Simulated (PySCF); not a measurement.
A calculated (TPSS, PySCF 2.14, cc-pVDZ, no relativity, point nucleus) atom or ion has these occupied shells.

```tsv
shell	electrons	orbital energy (eV)	rms radius, mean of both spins (bohr)
1s α	1	-688.56	0.204
1s β	1	-686.62	0.204
2s α	1	-49.906	1.06
2s β	1	-45.130	1.06
2p α	3	-30.147	1.11
2p β	1	-26.926	1.11
```

Name the element and its charge.

F⁺ (fluorine, charge +1), in [He] 2s2 2p4, high-spin 3P determinant.
